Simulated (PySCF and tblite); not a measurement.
Values are calculated unless marked as measured or tabulated.
System: C₄H₄FN₂O (charge -1), numbered as in [CH3:1][O:2][c:3]1[cH:4][n:5][c:6]([F:7])[n-:8]1.

For the rotation about the C3–O2 bond (torsion C4–C3–O2–C1 from 180° to 359°, rising): electronic barrier 2.96 kcal/mol, zero-point change -0.15 kcal/mol, thermal and entropy terms at 400 K a further 0.92 kcal/mol (symmetry numbers apart). The minimum is Cs, the saddle C1. Geometries: PBE0-D3(BJ)/def2-SVP; energies: BHandHLYP/pcSseg-1 + D3(BJ); zero-point and thermal terms from GFN2-xTB harmonic modes (soft modes blended into free rotors). Rate constants are transition-state-theory values, counting equivalent paths, without tunnelling. Programs: tblite and PySCF.

How many equivalent paths lead out of the minimum?

2: the symmetry number of the minimum is 1, that of the saddle displaced along its mode 1, and the displaced saddle is chiral while the minimum is not, which doubles the count.

Work out the rate at 400 K.

ΔG‡ = 3.73 kcal/mol; k_B T/h = 8.3×10¹² s⁻¹; exp(−ΔG‡/RT) = 0.0092; times 2 gives k = 1.5×10¹¹ s⁻¹. Wigner's tunnelling factor for the 60i cm⁻¹ mode would be 1.00.

The ion is treated without a counter-ion.
